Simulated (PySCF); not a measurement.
Solvent effects on NMR parameters

Cartesian coordinates in Å; atom numbers follow the order of the lines, from 1:
```xyz
18

B     1.925    0.754    0.215
N     1.165   -0.233   -0.831
C     0.403   -1.354   -0.251
C    -0.897   -0.866    0.379
C    -1.804   -0.236   -0.634
C    -1.980    1.081   -0.773
H     2.684    0.033    0.855
H     1.067    1.278    0.915
H     2.514    1.570   -0.486
H     0.529    0.331   -1.404
H     1.877   -0.593   -1.467
H     1.045   -1.826    0.506
H     0.189   -2.098   -1.038
H    -1.389   -1.734    0.847
H    -0.656   -0.149    1.177
H    -2.316   -0.918   -1.327
H    -2.633    1.492   -1.548
H    -1.485    1.792   -0.104
```

GIAO PBE0/pcSseg-1 in PySCF 2.14.0 with density-fitted response routines on one PBE0-D3(BJ)/def2-SVP conformer, non-relativistic, equivalent nuclei averaged. Solvents enter as an IEF-PCM continuum (acetone with ε = 20.5, dimethylsulfoxide with ε = 46.8) around the gas-phase geometry. Shifts are referred to BF3·OEt2, TMS computed in the same medium.

Gas phase, δ in ppm: B1 -25.1, C5 142.3, C6 132.0, C3 45.5, C4 30.4, H18 6.02, H16 5.76, H17 5.70, H10/H11 2.69, H14/H15 2.60, H12/H13 2.45, H7/H8/H9 1.94. Dipole moment 5.47 D.

(1) How does each δ change in the continuum?

(2) Which nuclei move most (in ppm), and what does the model miss?

Answers

(1) 
```json
{"atoms": "B1", "environment": "boron bonded to N, 3 H", "Δδ, acetone": "-1.3", "Δδ, dimethylsulfoxide": "-1.4"}
{"atoms": "C5", "environment": "alkene CH", "Δδ, acetone": "+3.9", "Δδ, dimethylsulfoxide": "+4.1"}
{"atoms": "C6", "environment": "terminal =CH2 carbon", "Δδ, acetone": "-1.2", "Δδ, dimethylsulfoxide": "-1.3"}
{"atoms": "C3", "environment": "sp3 CH2 bonded to N", "Δδ, acetone": "+0.6", "Δδ, dimethylsulfoxide": "+0.7"}
{"atoms": "C4", "environment": "allylic sp3 CH2", "Δδ, acetone": "+1.4", "Δδ, dimethylsulfoxide": "+1.5"}
{"atoms": "H18", "environment": "hydrogen on a terminal =CH2 carbon", "Δδ, acetone": "-0.21", "Δδ, dimethylsulfoxide": "-0.23"}
{"atoms": "H16", "environment": "hydrogen on an alkene CH", "Δδ, acetone": "+0.29", "Δδ, dimethylsulfoxide": "+0.31"}
{"atoms": "H17", "environment": "hydrogen on a terminal =CH2 carbon", "Δδ, acetone": "+0.02", "Δδ, dimethylsulfoxide": "+0.02"}
{"atoms": "H10/H11", "environment": "hydrogen on a donor nitrogen of a Lewis adduct", "Δδ, acetone": "+0.42", "Δδ, dimethylsulfoxide": "+0.44"}
{"atoms": "H14/H15", "environment": "hydrogen on an allylic sp3 CH2", "Δδ, acetone": "-0.06", "Δδ, dimethylsulfoxide": "-0.07"}
{"atoms": "H12/H13", "environment": "hydrogen on an sp3 CH2 bonded to N", "Δδ, acetone": "+0.21", "Δδ, dimethylsulfoxide": "+0.22"}
{"atoms": "H7/H8/H9", "environment": "hydrogen on a boron bonded to N", "Δδ, acetone": "-0.45", "Δδ, dimethylsulfoxide": "-0.47"}
```

Changes are relative to the gas phase. The dipole moment becomes 6.76 D in acetone, 6.83 D in dimethylsulfoxide.

(2) C5 (alkene CH, +4.1 ppm) in dimethylsulfoxide. A continuum only polarises the solute; specific hydrogen bonds, the anisotropy of aromatic solvents and changes of geometry or conformer are outside it.
